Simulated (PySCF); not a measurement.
Compound: C₂H₄SSe.
Bonds: C1–S2, S2–C3, C3–Se4 (double). Hydrogens: H5, H6, H7 on C1; H8 on C3.

Method used: PySCF, PBE0-D3(BJ)/def2-SVP geometry optimisation, gas phase.

(1) What internal coordinates does the optimisation give?

Results:

(1) 
```
               bond  length (Å)
              C1–S2       1.795
              S2–C3       1.708
             C3=Se4       1.769
C1–H5, C1–H6, C1–H7       1.099
              C3–H8       1.100
```

Bonds in one row agree within 0.01 Å and their mean is given. A selection of angles:
```
    angle  degrees
 S2–C1–H5    106.5
 S2–C1–H6    110.1
 H5–C1–H6    110.7
 H6–C1–H7    108.8
 C1–S2–C3    103.3
S2–C3–Se4    129.9
 S2–C3–H8    109.6
Se4–C3–H8    120.5
```

Dihedral angles: C1–S2–C3–Se4 0° (synperiplanar).

The 4 heavy atoms lie in one plane (0.000 Å rms). Of the pairs four or more bonds apart, Se4···H7 is among the closest relative to their van der Waals radii: 3.10 Å, 100 % of the sum of Bondi's values. The C–S distances run from 1.708 Å (S2–C3, drawn single) to 1.795 Å (C1–S2, drawn single), a spread of 0.087 Å.

Point group: Cs (tolerance 0.08 Å). Stationary, but not proved a minimum. The numbers are those of one conformer.
